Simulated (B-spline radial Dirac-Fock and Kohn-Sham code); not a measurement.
**What relativity does to the binding energies of Eu⁴⁺**

System: europium as Eu⁴⁺, configuration 1s2 2s2 2p6 3s2 3p6 3d10 4s2 4p6 4d10 4f5 5s2 5p6.

Both columns are ΔSCF binding energies of the configuration average from a radial atomic solver: non-relativistic Hartree-Fock with a point nucleus, and Dirac-Fock with a finite nucleus and the Coulomb interaction alone, averaged over the two j levels with weights 2j+1.

```tsv
shell	Hartree-Fock (eV)	Dirac-Fock (eV)	shift (eV)	shift (%)
1s	45993.3	48782.6	+2789.28	+6.06
2s	7428.9	8143.5	+714.63	+9.62
2p	7045.4	7270.8	+225.35	+3.20
3s	1709.0	1875.0	+166.08	+9.72
3p	1538.5	1595.9	+57.40	+3.73
3d	1223.9	1209.2	-14.73	-1.20
4s	397.0	435.5	+38.47	+9.69
4p	328.8	340.6	+11.76	+3.58
4d	206.4	202.2	-4.20	-2.03
4f	65.64	60.25	-5.39	-8.20
5s	93.26	99.71	+6.45	+6.92
5p	70.80	72.10	+1.31	+1.84
```

Relativity binds 1s, 2s, 2p, 3s, 3p, 4s, 4p, 5s, 5p more strongly, among those listed most of all 3s in relative terms, and 3d, 4d, 4f more weakly, because the contracted s and p shells screen the nucleus better.

Values without a named source are computed, but for edge energies of neutral atoms, which are taken from tables.
